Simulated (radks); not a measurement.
Results of a calculation; reference values are marked as such.
The hydrogen anion H-, [He], held by a Watson sphere: a shell of charge +1 at radius R that stands for the Madelung well of a crystal (potential energy -1/R inside, -1/r outside, in hartree with lengths in bohr). Level of theory: non-relativistic Kohn-Sham, PBE, spin-polarised, spherical densities, point nucleus (a radial shooting solver on a logarithmic mesh with Libxc functionals). Response by self-consistent Sternheimer equations with the Hartree and adiabatic LDA kernel. The sphere does not respond.

| R (bohr) | e(1s) (eV) | <r> 1s (bohr) | sum of <r^2> (bohr^2) | X-ray form factor at sin(theta)/lambda = 0.2 1/angstrom | alpha (bohr^3) |
|---|---|---|---|---|---|
| 1.36 | -8.576 | 1.560 | 6.456 | 0.914 | 8.752 |
| 1.45 | -8.288 | 1.597 | 6.766 | 0.885 | 9.565 |
| 1.81 | -7.289 | 1.734 | 7.992 | 0.786 | 13.20 |
| 2.1 | -6.627 | 1.832 | 8.958 | 0.724 | 16.58 |
| 2.71 | -5.519 | 2.006 | 10.89 | 0.635 | 24.92 |
| 2.79 | -5.395 | 2.026 | 11.13 | 0.626 | 26.14 |
| 2.87 | -5.276 | 2.045 | 11.37 | 0.619 | 27.38 |
